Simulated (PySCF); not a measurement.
# Mayer bond orders and bond lengths

C₅H₄ClNO.
Numbering: `[CH:1]#[C:2]/[C:3]([Cl:4])=[CH:5]\[C:6]([NH2:7])=[O:8]` (hydrogens: H9 on C1; H10 on C5; H11, H12 on N7)

Cartesian coordinates in Å at the GFN2-xTB level; atoms count from 1:
```xyz
12
C5H4ClNO angstrom
C     -2.6672   -1.1913    0.2754
C     -1.8762   -0.3573   -0.0758
C     -1.0595    0.6866   -0.5410
Cl    -1.9223    1.9437   -1.3728
C      0.2690    0.7613   -0.3882
C      1.0436   -0.2855    0.3120
N      2.3775   -0.0270    0.3588
O      0.5670   -1.2853    0.8050
H     -3.3008   -1.9571    0.6118
H      0.8068    1.6089   -0.7840
H      2.7873    0.7949   -0.0451
H      2.9759   -0.6926    0.8178
```

Bond orders from the PBE0/pcSseg-1 density (PySCF). Isolated species at its GFN2-xTB geometry (one conformer only).

Task: How far do the computed orders between heavy atoms stray from the drawn ones?

Result: The largest departure is 0.657, at C1–C2 (drawn triple, 2.343). Drawn single, order above 1.12: C3–Cl4 (1.187) and C6–N7 (1.182). Drawn double or triple, more than 0.30 short of the drawn order: C1–C2 (2.343).

Task: Give the Mayer order of every bond, beside its length.

Result: 
| bond | drawn as | length (Å) | Mayer order |
| --- | --- | --- | --- |
| C1–C2 | triple | 1.202 | 2.343 |
| C2–C3 | single | 1.405 | 0.909 |
| C3–Cl4 | single | 1.737 | 1.187 |
| C3–C5 | double | 1.339 | 1.727 |
| C5–C6 | single | 1.479 | 0.937 |
| C6–N7 | single | 1.360 | 1.182 |
| C6–O8 | double | 1.212 | 1.953 |
| C1–H9 | single | 1.049 | 1.122 |
| C5–H10 | single | 1.079 | 0.935 |
| N7–H11 | single | 1.003 | 0.938 |
| N7–H12 | single | 1.006 | 0.928 |

Bonds between the same two heavy elements. C–C: lowest C2–C3 (0.909, 1.405 Å), highest C1–C2 (2.343, 1.202 Å); in 1 of the 6 pairs the longer bond (by over 0.003 Å) has the higher order (by 0.02 or more).

Task: Sum the orders of all bonds at each heavy atom with more than one neighbour and set the sums beside the valence in the SMILES.

Result: C1 3.465 (drawn 4), C2 3.252 (drawn 4), C3 3.823 (drawn 4), C5 3.599 (drawn 4), C6 4.072 (drawn 4), N7 3.048 (drawn 3). Orders between atoms that aren't bonded are not in these sums.

Mayer orders depend on the basis set.

The run behind these numbers computed NMR shieldings as well. On one thread of an Arm Neoverse V2, shared host, this took 16 s wall and 0.74 GiB of memory at its peak.
